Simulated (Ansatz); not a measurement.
Input file for `CC(F)S[SiH3]`:

```yaml
crystal:
  periodic: [false, false, false]
  atoms:
    - {symbol: C, position_ang: [-1.155889, -0.432252, 1.064339]}
    - {symbol: C, position_ang: [0.157810, -1.033272, 0.645383]}
    - {symbol: F, position_ang: [1.180396, -0.407217, 1.329826]}
    - {symbol: S, position_ang: [0.471248, -0.987824, -1.149525]}
    - {symbol: Si, position_ang: [0.852506, 1.089610, -1.477450]}
    - {symbol: H, position_ang: [-1.207656, 0.622834, 0.792670]}
    - {symbol: H, position_ang: [-1.268592, -0.522146, 2.147338]}
    - {symbol: H, position_ang: [-1.977559, -0.957752, 0.577095]}
    - {symbol: H, position_ang: [0.205330, -2.096687, 0.896262]}
    - {symbol: H, position_ang: [2.100952, 1.538894, -0.817038]}
    - {symbol: H, position_ang: [-0.273206, 1.946893, -1.023955]}
    - {symbol: H, position_ang: [0.991758, 1.183818, -2.950946]}
basis:
  gaussian: {orbitals: def2-TZVPP}
correlation: {method: ccsd_t}
```

```sh
$ ansatz run in.yaml --threads 4 --pin off --events-out ev --progress --plain --max-ram 10444MiB
```

Log, shortened:

```
Functional definition: HF
1608 factors; integrals over basis functions are off by at most 1.0e-3 eV
mean field evaluation 1: about -23557.0204 eV, gradient 3.2e1 eV
mean field evaluation 2: about -23557.3212 eV, gradient 3.2e1 eV
mean field evaluation 4: about -23560.2444 eV, gradient 4.2e0 eV
mean field evaluation 8: about -23560.3074 eV, gradient 2.9e-1 eV
mean field evaluation 16: about -23560.3079 eV, gradient 2.1e-6 eV
mean field -23560.30787738 eV, -865.8253447434 hartree, gradient 2.1e-6 eV, S^2 0.000000; 0 other end points of the search recorded, 0 dependent functions left out
13 core orbitals not correlated: weight in the atoms' cores, before any rotation towards them, 1.000 or more for the frozen orbitals, at most 0.000 for the correlated occupied ones
reference -23560.30787738 eV, -865.8253447434 hartree; 16, 16 occupied and 246, 246 virtual orbitals, 1608 factors
second order -24.47962531 eV of doubles, -0.00000000 eV of singles
cycle   1  -25.24590309 eV  change   -7.7e-1 eV  update   1.1e-1
cycle   2  -25.87428884 eV  change   -6.3e-1 eV  update   3.2e-2
cycle   3  -26.00404885 eV  change   -1.3e-1 eV  update   1.6e-2
cycle   4  -25.99523845 eV  change    8.8e-3 eV  update   3.5e-3
cycle   5  -25.99302610 eV  change    2.2e-3 eV  update   1.5e-3
cycle   6  -25.99341687 eV  change   -3.9e-4 eV  update   4.6e-4
cycle   7  -25.99318649 eV  change    2.3e-4 eV  update   1.8e-4
cycle   8  -25.99310910 eV  change    7.7e-5 eV  update   5.7e-5
cycle   9  -25.99312960 eV  change   -2.1e-5 eV  update   2.4e-5
perturbative correction -1.00208281 eV, -0.0368258642 hartree
Total energy: -23587.30308980 eV, -866.8174005017 hartree
```

It took 4.6 min on 4 threads of an Arm Neoverse V1 on a shared host, with 7.4 GiB of host memory at the peak.

Correlation energy per correlated electron: -0.844 eV. T1 diagnostic: 0.0114.
